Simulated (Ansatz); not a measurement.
Mulliken charges of BH7SiSn, SMILES `[BH2][SnH2][SiH3]` from B3LYP/def2-TZVPP in Ansatz (PBE0-D4/def2-TZVP geometry).

```tsv
atom	x (Å)	y (Å)	z (Å)	charge (e)
B1	-1.717	0.657	-1.154	-0.185
Sn2	0.301	0.942	-0.237	0.438
Si3	0.949	-1.230	0.982	0.046
H4	-2.707	0.895	-0.531	0.060
H5	-1.828	0.207	-2.254	0.060
H6	0.339	2.208	0.914	-0.131
H7	1.520	1.268	-1.392	-0.131
H8	0.977	-2.368	0.025	-0.052
H9	2.293	-1.095	1.603	-0.052
H10	-0.042	-1.535	2.048	-0.052
```

Q: By hand: the dipole of these point charges (1 e Å = 4.8032 D).

A: Σ q r = (-0.190, 0.105, -0.141) e Å, of length 0.259 e Å = 1.24 D.

Q: How does the dipole of the full density compare? (Estimate.)

A: The calculation gave: (-0.105, -0.027, -0.043) e Å, 0.56 D; the point charges give 2.21 times that, at 40° from its direction.

Point charges leave out the atoms' own dipoles, such as those of lone pairs, and Mulliken's split depends on the basis, so the two needn't agree.

B3LYP here is the variant with VWN-RPA as its local correlation; programs differ in this.
